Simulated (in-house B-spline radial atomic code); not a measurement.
How numerical settings move a run on N²⁺, [He] 2s2 2p1. Computed with a B-spline radial code for spherical atoms: Dirac-Kohn-Sham LDA VWN5, spherical fractional occupations, Fermi nucleus of rms radius 2.5582 fm.

Command:
```bash
python run_scf.py task.json out
```
Settings of the sound reference run:
```
Z                7
electrons        5
configuration    [He] 2s2 2p1
hamiltonian      dirac
method           lda,vwn
spin_polarised   False
nucleus          fermi
rms_radius       2.5582
mass_number      14
atomic_mass      14.00307
speed_of_light   137.036
knot_spacing     0.22
spline_order     8
gauss_points     12
box_radius       22.22
max_iterations   70
damping          0.5
damped_steps     3
diis_vectors     10
tolerance        1e-08
start            Thomas-Fermi
```

Cost of the run: 1.3 s on 1 thread of Arm Neoverse N1, with other jobs on the host.

It converges in 8 iterations to -52.486779 hartree, with 2p3/2 at -37.6144 eV. The other runs change the listed settings, some to values that make no sense; their results aren't properties of the atom or ion. Radii are in bohr (the nuclear one in fm), a minus after a letter asks for a j subshell, and «unchanged» means within 1e-8 hartree. The run stops when the residual is below 10 × tolerance × max(1, Z/10), or a noise floor if that is larger, and the energy moves by less than 1e-8 × √|E| hartree; so very loose and very tight tolerances often act alike.

```tsv
changed settings	outcome
max_iterations = 2	not converged after 2 iterations, last residual 4.0e-02, last energy +4.06e-02 hartree from the reference
knot_spacing = 2, spline_order = 3, box_radius = 88.88, first_knot = 1.43e-05, max_iterations = 75	converged in 7 iterations, energy +1.04e+01 hartree from the reference, 2p3/2 level -4.7e+00 eV
gauss_points = 6, max_iterations = 12, diis_vectors = 2, tolerance = 0.001	converged in 7 iterations, energy unchanged, 2p3/2 level -4.1e-05 eV
knot_spacing = 0.4, gauss_points = 6, box_radius = 2.22, max_iterations = 60, damping = 0.8	converged in 7 iterations, energy +4.70e-01 hartree from the reference, 2p3/2 level +8.5e+00 eV (the program warns: 2p3/2 reaches the box edge; 2s1/2 reaches the box edge)
max_iterations = 5	not converged after 5 iterations, last residual 1.5e-03, last energy +5.82e-05 hartree from the reference
spline_order = 3	converged in 7 iterations, energy +8.92e-04 hartree from the reference, 2p3/2 level -1.2e-03 eV
spline_order = 6	converged in 8 iterations, energy +1.19e-08 hartree from the reference
max_iterations = 12	converged in 8 iterations, energy unchanged
electrons = 11, configuration = [He] 2s2 2p7, max_iterations = 50	stopped with error: shell 2p holds at most 6 electrons
spline_order = 4	converged in 8 iterations, energy +1.15e-05 hartree from the reference, 2p3/2 level -2.7e-05 eV
```

Q: What happens with knot_spacing = 0.3, max_iterations = 100, damped_steps = 1?

A: Converged in 6 iterations, energy +1.73e-08 hartree from the reference, 2p3/2 level +6.4e-07 eV.

Q: What happens with spline_order = 5?

A: Converged in 8 iterations, energy +2.87e-07 hartree from the reference, 2p3/2 level -1.1e-06 eV.

Q: What happens with electrons = 13, configuration = [He] 2s2 2p1 4s2 4p6, max_iterations = 100?

A: Converged in 10 iterations to -52.0001 hartree, a different physical problem (warning: 4s1/2 has a positive eigenvalue: unbound, held by the box).

Q: What happens with max_iterations = 3?

A: Not converged after 3 iterations, last residual 1.5e-02, last energy +5.95e-03 hartree from the reference.
